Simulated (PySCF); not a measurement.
**NMR data sheet: C6H9ClOSi**

```
Formula                               : C6H9ClOSi
SMILES                                : CC1=C(C=O)[C@@H]([SiH2]Cl)C1
Point group of the computed structure : C1
Degrees of unsaturation               : 3
Carbon signals                        : 6
Proton signals                        : 7
```

Structure with atom numbers: `[CH3:1][C:2]1=[C:3]([CH:4]=[O:5])[C@@H:6]([SiH2:7][Cl:8])[CH2:9]1`. Hydrogens are named by the atom that carries them. Ha(C9) is cis to Si7 on the ring; Ha(Si7) is pro-R; Hb(Si7) is pro-S; Hb(C9) is trans to Si7 on the ring.

PySCF 2.14 calculation with PBE0/pcSseg-1 with gauge-including orbitals and GFN2-xTB geometry; no solvent model, no relativistic terms, single conformer, fast rotation and ring inversion assumed for equivalent nuclei.

Shifts are taken against calculated references (same method and geometry level): TMS for ¹H, ¹³C, ²⁹Si; ¹⁷O vs H2O.

| carbon | δC, type | δH (multiplicity) | HMBC from (2–3 bonds) | span of the C tensor (ppm) |
| --- | --- | --- | --- | --- |
| C1 | 17.6, CH3 | 2.32 (s) | Hb(C9), Ha(C9) | 40 |
| C2 | 171.2, C | – | H(C4), Hb(C9), Ha(C9), H(C6), H(C1) | 248 |
| C3 | 146.5, C | – | H(C4), Ha(Si7), Hb(Si7), Hb(C9), Ha(C9), H(C6), H(C1) | 181 |
| C4 | 187.7, CH | 10.19 (s) | H(C6) | 193 |
| C6 | 28.9, CH | 2.40 (m) | H(C4), Ha(Si7), Hb(Si7), Hb(C9), Ha(C9) | 26 |
| C9 | 33.3, CH2 | Ha(C9) 2.45 (m); Hb(C9) 2.57 (m) | Ha(Si7), Hb(Si7), H(C6), H(C1) | 30 |

Other nuclei:
| atoms | nucleus | environment | δ (ppm) | σ (ppm) |
| --- | --- | --- | --- | --- |
| Ha(Si7) | ¹H | hydrogen on a silicon bonded to C, Cl | 5.49 | 26.23 |
| Hb(Si7) | ¹H | hydrogen on a silicon bonded to C, Cl | 5.07 | 26.65 |
| Si7 | ²⁹Si | silicon bonded to C, Cl, 2 H | -17.0 | 366.2 |
| O5 | ¹⁷O | aldehyde oxygen | 659.8 | -323.7 |

Carbon types of the structure: 2 × C, 2 × CH, 1 × CH2, 1 × CH3, leaving 2 H on heteroatoms. δC 187.7: aldehyde carbonyl carbon; the double bond to the heteroatom, with no lone-pair donor beside it, deshields it most. δC 171.2: β carbon of a C=C–C=O unit; conjugation with the carbonyl draws π density from the β position. δC 146.5: α carbon of a C=C–C=O unit; the olefinic region. δH 10.19: hydrogen on an aldehyde carbonyl carbon; the formyl region, downfield of aromatic protons. δH 2.57, 2.45: hydrogen on an allylic sp3 CH2; allylic position.

Shifts are as computed. Against solution values, carbons near 30 ppm lie about +3 ppm off and those near 130 ppm about +5 ppm. Of 1309 compounds with measured shifts, 239 miss one by over three times the rms of a fit or turn the order of signals round; such compounds aren't used in these exercises. Unscaled 17O shifts of doubly bonded oxygen tend to come out too high, by tens of ppm or more. Experimental scales use liquid or dissolved standards, which lie at an offset from isolated H2O (liquid H2O: subtract about 36 ppm). Multiplicities follow the n + 1 count of equivalent neighbours, as no J values were calculated; m marks all less simple cases, F and P coupling included.
